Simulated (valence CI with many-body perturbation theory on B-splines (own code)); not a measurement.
Xe49+: calculated level list

Computed by valence CI with perturbative core correlation (CI+MBPT): three valence electrons over a frozen Dirac-Fock core [He], radial functions for each j: 9 s, 9 p, 8 d, 6 f, 3 g, 1 h, with the one-electron correlation potential Σ1, the two-electron term Σ2, the three-electron term Σ3, Breit, model QED; selected CI, second order for the rest, scaled by the run's own slope (own B-spline code, finite nucleus).

No measured spectrum was set against this ion. As an estimate, large intervals hold to a few tenths of a per cent, small ones and those within an open d or f shell to about a per cent.

Levels 1 to 44 of 44, with energies above the lowest level, (2s^2 2p1/2) J=1/2. "Leading %" is the weight of the configuration and term that name the level; weights of strongly mixed levels are sums over their largest components and can fall short, so below about 35 % the name and the second component can differ from the true leading terms, or belong to a minority configuration. In the jj column 3d3/2^4 stands for four electrons in 3d with j = 3/2. Lifetimes count E1, E2, E3, M1 and M2 decay at the calculated energies, and are blank where another channel may lead or the interval is too uncertain; long ones can be off by a factor of two.

| No. | Configuration | Term | J | E (eV) | Leading % | Leading jj | Lifetime | Second component |
| --- | --- | --- | --- | --- | --- | --- | --- | --- |
| 1 | 2s2.2p | 2P° | 1/2 | 0.0 | 100 | 2s^2 2p1/2 (100 %) |  |  |
| 2 | 2s.2p2 | 4P | 1/2 | 163.4 | 58 | 2s 2p1/2^2 (98 %) | 106 ps | 28 % 2s.2p2 2S |
| 3 | 2s2.2p | 2P° | 3/2 | 358.3 | 98 | 2s^2 2p3/2 (98 %) | 1.46 ns |  |
| 4 | 2s.2p2 | 4P | 3/2 | 472.3 | 92 | 2s 2p1/2 2p3/2 (100 %) | 261 ps | 5 % 2s.2p2 2D |
| 5 | 2s.2p2 | 2D | 5/2 | 504.0 | 57 | 2s 2p1/2 2p3/2 (99 %) | 244 ps | 43 % 2s.2p2 4P |
| 6 | 2s.2p2 | 2D | 3/2 | 554.1 | 66 | 2s 2p1/2 2p3/2 (99 %) | 1.44 ps | 33 % 2s.2p2 2P |
| 7 | 2s.2p2 | 2P | 1/2 | 554.3 | 71 | 2s 2p1/2 2p3/2 (97 %) | 1.14 ps | 27 % 2s.2p2 4P |
| 8 | 2p3 | 2P° | 3/2 | 729.0 | 46 | 2p1/2^2 2p3/2 (98 %) | 1.72 ps | 28 % 2p3 4S° |
| 9 | 2s.2p2 | 4P | 5/2 | 848.8 | 57 | 2s 2p3/2^2 (99 %) | 6.61 ps | 43 % 2s.2p2 2D |
| 10 | 2s.2p2 | 2S | 1/2 | 922.5 | 70 | 2s 2p3/2^2 (99 %) | 1.39 ps | 15 % 2s.2p2 4P |
| 11 | 2s.2p2 | 2P | 3/2 | 923.5 | 65 | 2s 2p3/2^2 (99 %) | 809 fs | 28 % 2s.2p2 2D |
| 12 | 2p3 | 4S° | 3/2 | 1055.6 | 54 | 2p1/2 2p3/2^2 (100 %) | 896 fs | 45 % 2p3 2D° |
| 13 | 2p3 | 2D° | 5/2 | 1075.2 | 100 | 2p1/2 2p3/2^2 (100 %) | 1.03 ps |  |
| 14 | 2p3 | 2P° | 1/2 | 1113.6 | 100 | 2p1/2 2p3/2^2 (100 %) | 772 fs |  |
| 15 | 2p3 | 2P° | 3/2 | 1446.5 | 53 | 2p3/2^3 (100 %) | 603 fs | 28 % 2p3 2D° |
| 16 | 2s2.3s | 2S | 1/2 | 5181.9 | 97 | 2s^2 3s (97 %) | 14.9 fs |  |
| 17 | 2s2.3p | 2P° | 1/2 | 5238.5 | 95 | 2s^2 3p1/2 (95 %) | 357 fs |  |
| 18 | 2s.2p.3s | 4P° | 1/2 | 5292.7 | 86 | 2s 2p1/2 3s (98 %) | 16.5 fs | 12 % 2s.2p.3s 2P° |
| 19 | 2s.2p.3s | 4P° | 3/2 | 5309.1 | 57 | 2s 2p1/2 3s (90 %) | 16.1 fs | 34 % 2s.2p.3s 2P° |
| 20 | 2s.2p.3s | 2P° | 1/2 | 5331.5 | 94 | 2s 2p1/2 3s (98 %) | 21.2 fs | 5 % 2s.2p.3s 4P° |
| 21 | 2s.2p.3p | 4D | 1/2 | 5340.6 | 72 | 2s 2p1/2 3p1/2 (100 %) | 20.7 fs | 20 % 2s.2p.3p 2P |
| 22 | 2s2.3p | 2P° | 3/2 | 5347.9 | 88 | 2s^2 3p3/2 (88 %) | 85.6 fs | 7 % 2s.2p.3s 4P° |
| 23 | 2s.2p.3p | 4D | 3/2 | 5359.5 | 42 | 2s 2p1/2 3p1/2 (95 %) | 5.26 fs | 28 % 2s.2p.3p 2D |
| 24 | 2s.2p.3p | 4P | 1/2 | 5388.1 | 50 | 2s 2p1/2 3p1/2 (98 %) | 16.3 fs | 28 % 2s.2p.3p 2S |
| 25 | 2s2.3d | 2D | 3/2 | 5388.9 | 94 | 2s^2 3d3/2 (94 %) | 2.62 fs |  |
| 26 | 2s2.3d | 2D | 5/2 | 5417.5 | 97 | 2s^2 3d5/2 (97 %) | 2.31 fs |  |
| 27 | 2s.2p.3p | 4P | 3/2 | 5454.9 | 30 | 2s 2p1/2 3p3/2 (100 %) | 18.5 fs | 26 % 2s.2p.3p 4D |
| 28 | 2s.2p.3p | 2P | 1/2 | 5466.5 | 28 | 2s 2p1/2 3p3/2 (72 %) | 6.73 fs | 13 % 2s.2p.3p 4P |
| 29 | 2s.2p.3p | 4D | 5/2 | 5476.8 | 48 | 2s 2p1/2 3p3/2 (97 %) | 122 fs | 33 % 2s.2p.3p 2D |
| 30 | 2s.2p.3p | 2D | 3/2 | 5479.7 | 46 | 2s 2p1/2 3p3/2 (99 %) | 8.11 fs | 19 % 2s.2p.3p 2P |
| 31 | 2s.2p.3d | 4F° | 3/2 | 5487.5 | 73 | 2s 2p1/2 3d3/2 (99 %) | 9.32 fs | 12 % 2s.2p.3d 2D° |
| 32 | 2s.2p.3d | 4F° | 5/2 | 5507.9 | 55 | 2s 2p1/2 3d3/2 (90 %) | 10.2 fs | 19 % 2s.2p.3d 2F° |
| 33 | 2p2.3s | 4P | 1/2 | 5513.1 | 37 | 2p1/2^2 3s (71 %) | 12.3 fs | 20 % 2p2.3s 2S |
| 34 | 2s.2p.3d | 4D° | 1/2 | 5517.5 | 47 | 2s 2p1/2 3d3/2 (79 %) | 1.34 fs | 28 % 2s.2p.3d 2P° |
| 35 | 2s.2p.3d | 4D° | 3/2 | 5522.7 | 32 | 2s 2p1/2 3d3/2 (93 %) | 1.82 fs | 21 % 2s.2p.3d 4P° |
| 36 | 2s.2p.3d | 4P° | 5/2 | 5527.2 | 38 | 2s 2p1/2 3d5/2 (94 %) | 2.36 fs | 26 % 2s.2p.3d 4D° |
| 37 | 2s.2p.3d | 4F° | 7/2 | 5546.1 | 41 | 2s 2p1/2 3d5/2 (98 %) | 2.51 fs | 33 % 2s.2p.3d 2F° |
| 38 | 2p2.3p | 2P° | 1/2 | 5551.1 | 33 | 2p1/2^2 3p1/2 (78 %) | 43.7 fs | 32 % 2p2.3p 4D° |
| 39 | 2s.2p.3d | 2D° | 3/2 | 5556.7 | 43 | 2s 2p1/2 3d5/2 (91 %) | 2.49 fs | 39 % 2s.2p.3d 2P° |
| 40 | 2s.2p.3d | 2F° | 5/2 | 5556.7 | 56 | 2s 2p1/2 3d5/2 (95 %) | 2.50 fs | 18 % 2s.2p.3d 2D° |
| 41 | 2s.2p.3s | 4P° | 5/2 | 5651.3 | 99 | 2s 2p3/2 3s (99 %) | 22.7 fs |  |
| 42 | 2p2.3p | 2P° | 3/2 | 5659.6 | 30 | 2p1/2^2 3p3/2 (94 %) | 8.20 fs | 21 % 2p2.3p 4D° |
| 43 | 2s.2p.3s | 2P° | 3/2 | 5669.7 | 76 | 2s 2p3/2 3s (97 %) | 13.2 fs | 20 % 2s.2p.3s 4P° |
| 44 | 2p2.3d | 2D | 3/2 | 5691.2 | 39 | 2p1/2^2 3d3/2 (98 %) | 12.8 fs | 34 % 2p2.3d 4F |

The ionisation energy to 2s2 1S_0 of the next ion comes out as 9238.2 eV (NIST: 9243 ± 4 eV (theoretical)). All 44 levels together are meant to be complete up to 5707.0 eV.
